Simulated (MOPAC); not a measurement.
MOPAC input (AM1):

```
AM1 FORCE THERMO(298,298) PRECISE LET UHF MS=0.5 GEO-OK AUX(PRECISION=9) THREADS=1
H3Pb

Pb    0.00192200 1    0.00183760 1    0.00194713 1
H     1.08780109 1   -0.99674013 1   -1.01119204 1
H    -0.97626113 1    1.13135249 1   -0.98298828 1
H    -1.01934906 1   -1.00291897 1    1.07442659 1
```

Output:

```
 *******************************************************************************
 **                                                                           **
 **                              MOPAC v23.2.5                                **
 **                                                                           **
 *******************************************************************************
 ** MOPAC's Digital Object Identifier: https://doi.org/10.5281/zenodo.6511958 **
 **                                                                           **
 ** Please cite the open-source release paper for use of this MOPAC version:  **
 ** J. E. Moussa and J. J. P. Stewart (2026)                                  **
 ** MOPAC: An open-source semiempirical molecular orbital program             **
 ** J. Open Source Softw., 11(119), 8025, https://doi.org/10.21105/joss.08025 **
 *******************************************************************************

                              AM1 CALCULATION RESULTS

 *******************************************************************************
 *  AM1        - The AM1 Hamiltonian to be used
 *  GEO-OK     - OVERRIDE INTERATOMIC DISTANCE AND OTHER SAFETY CHECKS
 *  UHF        - UNRESTRICTED HARTREE-FOCK CALCULATION
 *  MS=        - IN MECI, MAGNETIC COMPONENT OF SPIN =  0.5
 *  LET        - OVERRIDE SOME SAFETY CHECKS
 *  PRECISE    - TIGHTER CRITERIA TO BE USED
 *  FORCE      - FORCE CALCULATION SPECIFIED
 *  AUX        - OUTPUT AUXILIARY INFORMATION
 *  THERMO     - THERMODYNAMIC QUANTITIES TO BE CALCULATED
 *******************************************************************************
AM1 FORCE THERMO(298,298) PRECISE LET UHF MS=0.5 GEO-OK AUX(PRECISION=9) THREADS=1
 H3Pb

   ATOM   CHEMICAL          X               Y               Z
  NUMBER   SYMBOL      (ANGSTROMS)     (ANGSTROMS)     (ANGSTROMS)

     1      Pb          0.00192200  *   0.00183760  *   0.00194713  *
     2       H          1.08780109  *  -0.99674013  *  -1.01119204  *
     3       H         -0.97626113  *   1.13135249  *  -0.98298828  *
     4       H         -1.01934906  *  -1.00291897  *   1.07442659  *

          CARTESIAN COORDINATES

    NO.       ATOM           X           Y           Z

     1        Pb          0.0019      0.0018      0.0019
     2         H          1.0878     -0.9967     -1.0112
     3         H         -0.9763      1.1314     -0.9830
     4         H         -1.0193     -1.0029      1.0744

  H: (AM1): M.J.S. DEWAR ET AL, J. AM. CHEM. SOC. 107 3902-3909 (1985)
 Pb: (AM1): J. J. P. STEWART, J. MOL. MOD., 10, 155-164 (2004)

           Empirical Formula: H3 Pb  =     4 atoms

      MOLECULAR POINT GROUP   :   C3v

          UHF CALCULATION, NO. OF ALPHA ELECTRONS =    4
                           NO. OF BETA  ELECTRONS =    3

          HEAT OF FORMATION =      57.936596 KCALS/MOLE

          CARTESIAN COORDINATE DERIVATIVES

   NUMBER  ATOM         X            Y            Z

     1      Pb     -0.007512    -0.011351     0.022255
     2       H      0.021575     0.001122    -0.002219
     3       H     -0.007052     0.020595    -0.002219
     4       H     -0.007011    -0.010365    -0.017817

 DIPOLE           X         Y         Z       TOTAL
 POINT-CHG.    -0.042    -0.062     0.123     0.145
 HYBRID         0.240     0.355    -0.702     0.822
 SUM            0.198     0.292    -0.578     0.678

          GRADIENT NORM =   0.04588

          MOLECULAR WEIGHT =  210.22

          ROTATIONAL CONSTANTS IN CM(-1)

          A =    3.21551750   B =    3.21551672   C =    1.90280293

           PRINCIPAL MOMENTS OF INERTIA IN UNITS OF 10**(-40)*GRAM-CM**2

          A =        8.7055   B =        8.7055   C =       14.7113

          ORIENTATION OF MOLECULE IN FORCE CALCULATION

    NO.       ATOM         X         Y         Z

     1         Pb      -0.0022   -0.0032    0.0064
     2          H       1.7874   -0.0032    0.0064
     3          H      -0.6684    1.6578    0.0064
     4          H      -0.6684   -0.9882   -1.3310

    FIRST DERIVATIVES WILL BE USED IN THE CALCULATION OF SECOND DERIVATIVES

    FOR POINT-GROUP C3v  THERE ARE   6 UNIQUE SYMMETRY FUNCTIONS.


(To convert to Hartree/Bohr^2, multiply by (10^(-21) x N x a0^2)/(4.184 x 627.51) =  0.0642)

           FORCE MATRIX IN MILLIDYNES/ANGSTROM

                 Pb  1       H  2       H  3       H  4
 ------------------------------------------------------
    Pb    1   4.247892
     H    2   1.995626   2.028404
     H    3   1.995633   0.099223   2.028404
     H    4   1.995253   0.099293   0.099223   2.028404

          HEAT OF FORMATION =      57.936596 KCALS/MOLE

          ZERO POINT ENERGY      10.396 KCAL/MOL

           NORMAL COORDINATE ANALYSIS (Total motion = 1 Angstrom)

   Root No.       1         2         3         4         5         6

                 1 A1      1 E       1 E       2 A1      2 E       2 E

                 533.4     593.8     593.8    1841.8    1854.6    1854.6

           1    0.0014   -0.0009   -0.0029   -0.0004   -0.0033   -0.0010
           2    0.0020   -0.0026    0.0012   -0.0006    0.0014   -0.0028
           3   -0.0040   -0.0016   -0.0004    0.0011   -0.0004   -0.0018
           4   -0.0071    0.0019    0.0060    0.3328    0.4980    0.1538
           5   -0.1496    0.4272   -0.0648   -0.0038    0.0014   -0.0082
           6    0.2960    0.1699   -0.1814    0.0075    0.0036   -0.0032
           7   -0.1362    0.3289    0.2274   -0.1274    0.1391   -0.1345
           8   -0.0623    0.1365    0.0863    0.3075   -0.3595    0.3170
           9    0.2960    0.0733    0.2368    0.0075   -0.0047   -0.0014
          10   -0.1362   -0.1435    0.3715   -0.1274    0.0345    0.1881
          11   -0.2014   -0.0210   -0.2781   -0.1883    0.0675    0.2746
          12    0.2257    0.0951    0.0217   -0.2432    0.0837    0.3705

           MASS-WEIGHTED COORDINATE ANALYSIS (NORMAL COORDINATES)

   Root No.       1         2         3         4         5         6

                 1 A1      1 E       1 E       2 A1      2 E       2 E

                 533.4     593.8     593.8    1841.8    1854.6    1854.6

           1    0.0337   -0.0213   -0.0693   -0.0094   -0.0730   -0.0231
           2    0.0498   -0.0618    0.0294   -0.0139    0.0316   -0.0649
           3   -0.0986   -0.0385   -0.0088    0.0276   -0.0090   -0.0407
           4   -0.0122    0.0030    0.0099    0.5769    0.7758    0.2454
           5   -0.2586    0.6969   -0.1065   -0.0065    0.0021   -0.0131
           6    0.5117    0.2772   -0.2981    0.0129    0.0056   -0.0052
           7   -0.2355    0.5365    0.3737   -0.2208    0.2166   -0.2146
           8   -0.1077    0.2227    0.1417    0.5330   -0.5601    0.5057
           9    0.5117    0.1196    0.3891    0.0129   -0.0073   -0.0023
          10   -0.2355   -0.2341    0.6104   -0.2208    0.0538    0.3002
          11   -0.3482   -0.0342   -0.4570   -0.3265    0.1051    0.4381
          12    0.3901    0.1552    0.0356   -0.4215    0.1305    0.5911

          DESCRIPTION OF VIBRATIONS

 VIBRATION          1    1A1         ATOM PAIR     ENERGY CONTRIBUTION    RADIAL
 FREQUENCY           533.40         Pb1 -- H 2         +33.3% ( 37.3%)      0.4%
 TRANSITION DIPOLE   0.4385         Pb1 -- H 4         +33.3% ( 37.3%)      0.4%
 TRAVEL (Ang.)       0.5894         Pb1 -- H 3         +33.3% ( 37.3%)      0.4%
 REDUCED MASS        0.3639
 EFFECTIVE MASS      1.4286
 FORCE CONSTANT      0.0610

 VIBRATION          3    1E          ATOM PAIR     ENERGY CONTRIBUTION    RADIAL
 FREQUENCY           593.77         Pb1 -- H 4         +60.5% ( 60.3%)      0.0%
 TRANSITION DIPOLE   0.4609         Pb1 -- H 3         +31.1% ( 43.2%)      1.0%
 TRAVEL (Ang.)       0.4985         Pb1 -- H 2          +8.4% ( 22.4%)      5.8%
 REDUCED MASS        0.4569
 EFFECTIVE MASS      1.2329
 FORCE CONSTANT      0.0949

 VIBRATION          4    2A1         ATOM PAIR     ENERGY CONTRIBUTION    RADIAL
 FREQUENCY          1841.82         Pb1 -- H 2         +33.3% ( 57.9%)     99.9%
 TRANSITION DIPOLE   0.2881         Pb1 -- H 3         +33.3% ( 57.9%)     99.9%
 TRAVEL (Ang.)       0.3303         Pb1 -- H 4         +33.3% ( 57.9%)     99.9%
 REDUCED MASS        0.3355
 EFFECTIVE MASS      1.0364
 FORCE CONSTANT      0.6705

 VIBRATION          6    2E          ATOM PAIR     ENERGY CONTRIBUTION    RADIAL
 FREQUENCY          1854.59         Pb1 -- H 4         +63.6% ( 79.6%)     99.9%
 TRANSITION DIPOLE   0.3056         Pb1 -- H 3         +30.4% ( 55.0%)     99.3%
 TRAVEL (Ang.)       0.2681         Pb1 -- H 2          +6.1% ( 24.6%)     94.8%
 REDUCED MASS        0.5058
 EFFECTIVE MASS      1.1881
 FORCE CONSTANT      1.0250

      SYMMETRY NUMBER FOR POINT-GROUP C3v =  3

          SYSTEM IS A GROUND STATE

 H3Pb

          MOLECULE IS NOT LINEAR

          THERE ARE  6 GENUINE VIBRATIONS IN THIS SYSTEM
          THIS THERMODYNAMICS CALCULATION IS LIMITED TO
          MOLECULES WHICH HAVE NO INTERNAL ROTATIONS

                    CALCULATED THERMODYNAMIC PROPERTIES
                                          *
   TEMP. (K)   PARTITION FUNCTION   H.O.F.    ENTHALPY  HEAT CAPACITY ENTROPY
                                   KCAL/MOL   CAL/MOLE    CAL/K/MOL  CAL/K/MOL

 298.00  VIB.     0.1217D+01                   332.5430     3.3271     1.5068
         ROT.     0.3970D+03                   888.2803     2.9808    14.8723
         INT.     0.4834D+03                  1220.8233     6.3079    16.3791
         TRA.     0.2947D+28                  1480.4672     4.9680    41.9305
         TOT.                       57.937    2701.2905    11.2759    58.3097

   *: NOTE: HEATS OF FORMATION ARE RELATIVE TO THE
            ELEMENTS IN THEIR STANDARD STATE AT 298K
              (=  Standard Enthalpy of Formation).

            Hvib:  Zero-point energy is not included.
                   frequencies of less than zero cm-1 are not included.
            Hrot = (3/2)RT
            Htra = (3/2)RT + pV = (5/2)RT

            Heat capacity is Cp, not Cv

          For more information, see: HTTP://OpenMOPAC.net/Manual/thermochemistry.html

           FORCE CONSTANT IN CARTESIAN COORDINATES (Millidynes/A)

    ATOM   CHEMICAL       X               Y               Z
   NUMBER   SYMBOL  FORCE CONSTANT  FORCE CONSTANT  FORCE CONSTANT

      1      Pb        2.762268        2.556210        1.449502
      2       H        2.022898        0.116038        0.079388
      3       H        0.387178        1.751758        0.079388
      4       H        0.387178        0.693828        1.137317

 **********************
 *                    *
 * JOB ENDED NORMALLY *
 *                    *
 **********************

 == MOPAC DONE ==
```
